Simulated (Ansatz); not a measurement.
Harmonic frequencies (cm⁻¹) at PBE0-D4/def2-TZVP from Ansatz: 125, 132, 164, 175, 176, 225, 255, 406, 671, 676, 756, 3993.

Each molecule was computed in one conformer, which needn't be the lowest.

Problem. Which molecule is it?
A. `[OH][Zr]([F])([F])[Cl]`
B. `[OH][Zr]([F])([F])[Br]`
C. `[F][Zr]([F])([F])[I]`
D. `[NH2][Zr]([F])([Cl])[I]`

Solution. A.
